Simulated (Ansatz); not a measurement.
Complex: C2H4 (SMILES C=C) (first 6 atoms) with CH3NO (SMILES NC=O); geometry from B3LYP-D3(BJ)/def2-TZVP, rigid monomers moved along the line of their centres of mass till C1···H10 is 4.50 Å.
(charge 0, multiplicity 1):
```xyz
12

C      0.452     0.477     0.739
C     -0.423    -0.514     0.633
H      1.210     0.468     1.513
H      0.449     1.318     0.056
H     -1.181    -0.528    -0.142
H     -0.397    -1.353     1.319
N     -1.036     0.343     5.991
C     -0.148    -0.502     6.563
O      0.673    -1.161     5.961
H     -1.041     0.454     4.987
H     -1.691     0.859     6.552
H     -0.242    -0.537     7.664
```

Monomers are frozen at their geometry in the pair; levels with a basis set take the counterpoise correction.

Correlated levels freeze the cores.

Codes used: Ansatz (Gaussian orbitals). Each number belongs to the level named beside it.

Estimate the interaction energy that wB97M-V/def2-TZVPPD returns for this input.

-0.6 kcal/mol

Ansatz is a program for electronic structure.
